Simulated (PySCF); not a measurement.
Electron correlation in Hg⁺ (mercury, charge +1)

Starting occupation: [Xe] 4f14 5d10 6s1, 6s1/2 with m_j = +1/2. All numbers are calculated (PySCF 2.14, X2C-1e with screened-nucleus spin-orbit coupling, Gaussian nucleus, in x2c-SVPall-2c (7s10p9d2f, 96 functions)). Frozen: [Kr] 4d10 4f14; 19 electrons correlated; the 22 highest virtual spinors left out.

MP2 pair energies summed by pair of shells (mhartree):

| pair | energy | share (%) |
| --- | --- | --- |
| 5d3/2-5d5/2 | -99.72 | 32.2 |
| 5d5/2-5d5/2 | -71.67 | 23.1 |
| 5d3/2-5d3/2 | -29.20 | 9.4 |
| 5d5/2-5p3/2 | -20.49 | 6.6 |
| 5d5/2-6s1/2 | -16.90 | 5.5 |
| 5d3/2-5p3/2 | -13.98 | 4.5 |
| 5d3/2-6s1/2 | -10.05 | 3.2 |
| 5d5/2-5p1/2 | -9.53 | 3.1 |
| 5p3/2-5p3/2 | -8.15 | 2.6 |
| 5p1/2-5p3/2 | -7.56 | 2.4 |
| 5d3/2-5p1/2 | -6.24 | 2.0 |
| 5d5/2-5s1/2 | -3.75 | 1.2 |
| 5p3/2-5s1/2 | -2.78 | 0.9 |
| 5d3/2-5s1/2 | -2.55 | 0.8 |
| 5p1/2-5p1/2 | -2.10 | 0.7 |
| 5p3/2-6s1/2 | -1.68 | 0.5 |
| 5s1/2-5s1/2 | -1.35 | 0.4 |
| 5p1/2-5s1/2 | -1.31 | 0.4 |
| 5p1/2-6s1/2 | -0.64 | 0.2 |
| 5s1/2-6s1/2 | -0.26 | 0.1 |

Total MP2 correlation energy: -309.90 mhartree.

This basis was not built for core-valence correlation, so the inner-shell part is incomplete.
